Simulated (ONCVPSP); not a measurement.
## Gd, ONCV: configuration errors across variants

```
Element                 : gadolinium
Generator               : ONCVPSP 4.0.1
Type                    : optimised norm-conserving Vanderbilt (ONCV)
Functional              : PBEsol
Relativity              : fully relativistic
Frozen core             : [Kr] 4d10
Valence charge          : 18
Reference configuration : 4f7 5s2 5p6 5d1 6s1 (charge +1)
Partial waves           : 5s+6s: rc 2.20 bohr, ncon 5, nbas 8, qcut 6.7 1/bohr, 2 projectors; 5p: rc 2.55 bohr, ncon 5, nbas 8, qcut 5 1/bohr, 2 projectors, debl 0.8 Ha; 5d: rc 3.65 bohr, ncon 5, nbas 10, qcut 4.5 1/bohr, 2 projectors, debl 2.9 Ha; 4f: rc 1.50 bohr, ncon 3, nbas 8, qcut 13.4 1/bohr, 2 projectors, debl 1 Ha
Local potential         : polynomial inside 1.50 bohr (lpopt 5, dvloc0 3 Ha)
Core correction         : Teter function, fcfact 4, rcfact 1.65
```

Open shells are filled in proportion to 2j + 1.

In the p channel the program set the typed energies aside and used -1.188, 0.250 Ha (j = l + 1/2; the other j can differ).

All-electron excitation energies from the reference (eV): (1) 4f7 5s2 5p6 5d1 6s2 -6.675; (2) 4f7 5s2 5p6 5d1 6s0 12.046; (3) 4f7 5s2 5p6 5d0 6s0 31.828; (4) 4f7 5s2 5p6 5d1 6s0 6p1 3.577.

Errors AE − PS in meV (a dash: test not solved or not reliable):

| change | (1) | (2) | (3) | (4) | bound ghosts | GHOST(+) flags above zero |
| --- | --- | --- | --- | --- | --- | --- |
| base | -0.5 | -2.1 | +33 | -0.4 | none | s |
| core correction Teter function, fcfact 1.9, rcfact 1.65 | -0.5 | -1.8 | +34 | -0.3 | none | s |
| core correction Teter function, fcfact 2.4, rcfact 1.65 | -0.5 | -1.9 | +34 | -0.4 | none | s |
| core correction Teter function, fcfact 4.2, rcfact 1.65 | -0.5 | -2.1 | +33 | -0.4 | none | s |
| core correction Teter function, fcfact 5.2, rcfact 1.65 | -0.5 | -2.2 | +32 | -0.5 | none | s |
| core correction Teter function, fcfact 6, rcfact 1.65 | -0.6 | -2.3 | +32 | -0.5 | none | s |

(1) Give the same row for: core correction Teter function, fcfact 7.2, rcfact 1.65.

## Answers

(1) -0.6, -2.4, +30, -0.6; bound ghosts: none; GHOST(+) flags above zero: s.
